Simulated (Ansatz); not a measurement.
`FC(F)[SiH3]` + `[OH][SnH3]` → `[SiH3][O][SnH3]` + `FCF` at 700 K and 1 bar (ligand exchange at the Si–C bond).

Calculated with Ansatz (gas phase, PBE0-D4/def2-TZVP geometries, no zero-point term in ΔE). CCSD(T)/CBS adds triple-zeta CCSD(T) − MP2 to the extrapolated MP2 energy (def2 sets, frozen cores). This one scheme is used for every species. def2 core potentials past Kr. For Sn outer-core shells are correlated without core-valence functions, which leaves a few kJ/mol of doubt a bond.

| species | CCSD(T)/CBS energy (Eh) | H − E (kJ/mol) | S (J/(mol·K)) |
| --- | --- | --- | --- |
| `FC(F)[SiH3]` | -529.09339 | 183.9 | 398.7 |
| `[OH][SnH3]` | -291.59405 | 135.8 | 359.4 |
| `[SiH3][O][SnH3]` | -581.91447 | 201.4 | 473.7 |
| `FCF` | -238.82660 | 120.2 | 293.9 |

H − E and S are ideal-gas, rigid-rotor, harmonic terms from PBE0-D4/def2-TZVP. 1 Eh = 2625.50 kJ/mol, R = 8.31446 J/(mol·K).

Q: By hand: ΔE, ΔH, ΔS and ΔG.

A: ΔE = (-581.91447) + (-238.82660) − (-529.09339) − (-291.59405) = -0.05363 Eh = -140.8 kJ/mol. Δ(H − E) = 201.4 + 120.2 − 183.9 − 135.8 = 1.9, so ΔH = -138.9 kJ/mol. ΔS = 473.7 + 293.9 − 398.7 − 359.4 = 9.5 J/(mol·K). ΔG = -138.9 − 700 × (9.5)/1000 = -145.6 kJ/mol.

Q: By hand: the equilibrium constant, and the temperature at which ΔG would vanish if ΔH and ΔS stayed fixed.

A: log₁₀ K = −ΔG/(RT ln 10) = 10.9. ΔH and −TΔS have one sign here, so there is no such temperature.

The number of gas molecules stays the same, so ΔS is small and ΔH decides. A doubt of 5 kJ/mol in ΔE shifts log₁₀ K by 0.4 here. Modes under 60 cm⁻¹, often nearly free rotors, make the harmonic entropy too high. These are equilibria of isolated gas molecules and say nothing of rates. Largest T1 diagnostic: 0.014 (customary marks: 0.02 for closed shells, 0.045 for open ones).
